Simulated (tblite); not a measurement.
Compound: C7H15P.
SMILES with atom numbers: `[CH3:1][CH2:2][C@@H:3]1[CH2:4][CH2:5][P:6]([CH3:7])[CH2:8]1` (hydrogens: H9, H10, H11 on C1; H12, H13 on C2; H14 on C3; H15, H16 on C4; H17, H18 on C5; H19, H20, H21 on C7; H22, H23 on C8)

Geometry (GFN2-xTB, Å), atoms numbered from 1 in this order:
```xyz
23
C7H15P angstrom
C      2.855    0.952    0.051
C      1.783    0.254   -0.779
C      0.712   -0.418    0.080
C     -0.298   -1.201   -0.760
C     -1.400   -1.646    0.193
P     -1.725   -0.229    1.370
C     -2.863    0.766    0.295
C     -0.104    0.586    0.899
H      2.429    1.771    0.625
H      3.317    0.251    0.743
H      3.630    1.356   -0.596
H      2.257   -0.507   -1.404
H      1.308    0.980   -1.444
H      1.199   -1.119    0.767
H      0.170   -2.057   -1.249
H     -0.703   -0.550   -1.537
H     -2.319   -1.937   -0.318
H     -1.064   -2.500    0.788
H     -2.934    1.774    0.701
H     -3.853    0.315    0.325
H     -2.515    0.812   -0.735
H     -0.313    1.485    0.313
H      0.427    0.889    1.802
```

Level: GFN2-xTB in tblite, geometry and Hessian alike; calculated harmonic values, unscaled, isolated species. The method is semi-empirical: single wavenumbers can be off by several per cent or more. One conformer, not necessarily the lowest.

Harmonic wavenumbers (cm⁻¹): 65.2, 85.7, 166.3, 183.3, 206.0, 232.6, 273.0, 284.1, 378.7, 411.4, 462.1, 501.6, 675.0, 723.8, 741.1, 779.2, 812.5, 826.8, 871.2, 890.4, 906.5, 958.2, 996.9, 1014.7, 1043.2, 1068.6, 1086.7, 1119.9, 1128.3, 1172.9, 1203.9, 1217.3, 1254.3, 1262.0, 1277.5, 1313.5, 1328.0, 1328.1, 1358.9, 1415.7, 1442.2, 1454.4, 1460.7, 1463.7, 1492.2, 1498.0, 1505.4, 1508.5, 2923.0, 2947.2, 2951.2, 2957.4, 2966.6, 2971.0, 2977.1, 2981.4, 2983.8, 2997.5, 3009.8, 3013.6, 3029.9, 3033.3, 3043.3.

A = 3140, B = 1015, C = 906.4 MHz; mass 130.091 u (most abundant isotopes); point group C1, symmetry number 1.

Q: What is the zero-point energy?

A: Half the sum of the wavenumbers: 44818 cm⁻¹ = 536.14 kJ/mol.

Q: What is S at 500 K and 1 bar for an ideal gas of classical rigid rotors and harmonic oscillators?

A: Translation 180.32, rotation 128.20, vibration 200.88: S = 509.4 J/(mol K).

Q: And Cp and H(500 K) − H(0)?

A: Cp = 260.62 J/(mol K), of which vibrations give 227.36 (their classical limit is 63 R = 523.8); H(500 K) − H(0) = 71.42 kJ/mol without the zero-point energy, 54.79 from vibrations.

Q: How do the functions run with temperature in this model?

A: 
```
 T (K)  S (J/(mol K))  Cp (J/(mol K))  H − H(0) (kJ/mol)  G − H(0) (kJ/mol)  ln q(vib)
   150          315.6            95.4               9.27             -38.08       2.24
   250          374.3           139.6              20.95             -72.64       4.61
298.15          401.0           163.7              28.25             -91.30       5.79
   400          456.4           215.3              47.57            -134.97       8.37
   600          560.4           298.8              99.45            -236.78      13.63
   900          698.5           381.4             202.47            -426.18      21.50
```

q(vib) and H(0) count from the zero-point level.

Q: Which modes carry the vibrational entropy at 500 K?

A: 65.2 cm⁻¹: 22.24; 85.7 cm⁻¹: 19.98; 166.3 cm⁻¹: 14.52; 183.3 cm⁻¹: 13.73; 206.0 cm⁻¹: 12.78; 232.6 cm⁻¹: 11.81 J/(mol K); the other 57 give 105.82 together.

Q: Blend soft modes into free rotors: weight 1/[1 + (100 cm⁻¹/ν̃)⁴] for the oscillator and the rest for a rotor with moment μB/(μ + B), μ = h/(8π²ν), B = 10⁻⁴⁴ kg m². What vibrational entropy results?

A: 191.48 J/(mol K) in place of 200.88, which changes −T·S at 500 K by +4.70 kJ/mol.

Q: What must be added to the electronic energy to get the Gibbs energy at 500 K and 1 bar?

A: ZPE + [H(500 K) − H(0)] − T·S = 536.14 + 71.42 − 254.70 = 352.86 kJ/mol.

Hindered rotation and anharmonicity are outside this model. Other conformers, if any are populated, would add a mixing term that is left out. The structure is chiral; the term R ln 2 for an equal mix with its mirror image is left out.

Time: 0.98 s. Hardware: one thread, Arm Neoverse V1 (aarch64), no GPU, shared host with 32 logical CPUs at a one-minute load of 18. This covers the Hessian and the dipole derivatives.
